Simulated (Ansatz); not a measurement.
C3H4ClIn, SMILES `ClC1=[CH][InH][CH2]1`. Total charge 0; spin multiplicity 1. Correlated methods include outer-core shells of In, which these sets cover unevenly. In takes the def2 core potential.

Cartesian coordinates in Å:
```
Cl -0.137 0.630 2.539
C -0.182 0.273 0.826
C -1.205 0.606 0.026
In -0.179 -0.269 -1.633
C 0.990 -0.445 0.224
H -2.094 1.124 0.366
H -0.261 -0.591 -3.297
H 1.924 0.114 0.304
H 1.146 -1.441 0.645
```

Question: Give the diagnostics of a CCSD(T)/def2-TZVPP run (frozen core, the Gaussian-basis code of Ansatz). (Best estimate.)

Answer: Ansatz gave: T1 = 0.0135, largest single amplitude 0.022, largest double 0.067, (T) share of the correlation energy 4.4 %, 10 CCSD cycles. The RHF solution is stable towards an unrestricted one. T1 lies under the customary mark of 0.02 for closed shells.
